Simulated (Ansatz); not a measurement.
CH4INOSi, SMILES `N=C(I)O[SiH3]`. Charge 0, multiplicity 1. I takes the def2 core potential.

Cartesian coordinates in Å:
```
N -1.214 0.645 1.250
C -0.380 1.179 0.487
I -0.184 3.274 0.496
O 0.466 0.637 -0.391
Si 0.604 -1.009 -0.689
H -1.243 -0.373 1.180
H 1.654 -1.109 -1.721
H -0.696 -1.535 -1.173
H 0.992 -1.708 0.560
```

Task: What are the harmonic wavenumbers in cm⁻¹ at PBE0-D4/def2-TZVP (Ansatz, finite differences of forces, unscaled)? (Estimate.)

Result: The calculation gave: 42, 114, 136, 230, 344, 544, 646, 701, 747, 774, 802, 940, 943, 955, 1089, 1220, 1727, 2243, 2248, 2292, 3473.

Task: Is this a minimum?

Result: Yes, all 21 modes are real.

Task: Give the ideal-gas thermochemistry at 298.15 K and 1 bar (rigid rotor, harmonic oscillator; point group Cs, symmetry number 1).

Result: Zero-point energy 132.9 kJ/mol; H(298) − E = 153.2 kJ/mol; entropy 364.4 J/(mol·K), of which translation 175.0, rotation 119.7, vibration 69.7; G(298) − E = 44.6 kJ/mol. Modes under 100 cm⁻¹ are hindered rotations or soft bends, so the harmonic entropy is rough.
